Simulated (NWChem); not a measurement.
Atomisation of CF$_{3}$

SMILES: F[C](F)F
```xyz
4

F      0.6329    -0.0769     1.0970
C      0.0021     0.3278     0.0000
F      0.6329    -0.0769    -1.0970
F     -1.2672    -0.0648     0.0000
```
Charge 0, spin multiplicity 2.

Program: NWChem. Structure: optimised with UPBE/def2-SVP, a minimum by its harmonic frequencies.

Basis set: def2-TZVP. The atomisation energy is electronic alone: no zero-point, thermal, spin-orbit or counterpoise terms. No value is extrapolated to the basis-set limit. Free atoms are single determinants with multiplicities F 2, C 3.

B3LYP has NWChem's definition, with VWN1-RPA local correlation. The structure started from a generated list of species. The unpaired electrons of the parent sit in orbitals of symmetry a' (Cs labels of the run); other states weren't searched. No SCF solution was tested for a lower state.

Question: One of these methods gave an atomisation energy of 440.8 kcal/mol. Which?
(A) PBE0
(B) PBE
(C) LDA (SVWN5)
(D) B3LYP

Answer: C, LDA (SVWN5). The others give 350.3 (PBE0), 343.0 (B3LYP), 372.6 (PBE).
